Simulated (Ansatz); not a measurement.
Ideal-gas functions of F2H2Se2Si, SMILES `F[Si](F)([SeH])[SeH]` at 400 K and 1 bar, from an Ansatz frequency run at PBE0-D4/def2-TZVP.

Molar mass 226.02 g/mol, point group C2 (symmetry number 2), electronic degeneracy 1, moments of inertia 221.715, 641.766, 737.545 u Å². Harmonic wavenumbers (cm⁻¹, unscaled): 98, 164, 167, 202, 212, 233, 267, 386, 520, 667, 681, 879, 956, 2449, 2449.

Use S(trans) = R[1.5 ln M + 2.5 ln T − 1.1517]; rotational temperatures θ = 24.2544 K / I; S(rot) = R[ln(√π/σ · √(T³/θAθBθC)) + 1.5]; for each mode x = 1.438777 ν̃/T, S = R[x/(eˣ − 1) − ln(1 − e⁻ˣ)] and H = RT x/(eˣ − 1); 1 cm⁻¹ = 0.0119627 kJ/mol; R = 8.31446 J/(mol·K).

Question: By hand: the entropy, in J/(mol·K).

Answer: Translation 182.6. Rotation: θ = 0.1094, 0.0378, 0.0329 K, giving 123.2. Vibration, mode by mode: 17.03, 12.82, 12.68, 11.15, 10.77, 10.02, 8.96, 6.22, 4.22, 2.78, 2.68, 1.52, 1.22, 0.01, 0.01, in all 102.1. Electronic 0.0. Sum 407.9 J/(mol·K).

Question: By hand: H − E and G − E in kJ/mol, counted from the electronic energy.

Answer: Zero-point energy ½ × 10330 × 0.0119627 = 61.8; thermal vibration 21.3; translation, rotation and pV give 4 RT = 13.3. H − E = 96.4 kJ/mol, and G − E = 96.4 − 400 × 407.9/1000 = -66.8 kJ/mol.

Vibration gives 25 % of the entropy, 17.0 J/(mol·K) of it from the mode under 150 cm⁻¹: soft modes count most, and the harmonic formula is weakest for them. The sum counts one conformer and one mirror image; others add a mixing term.
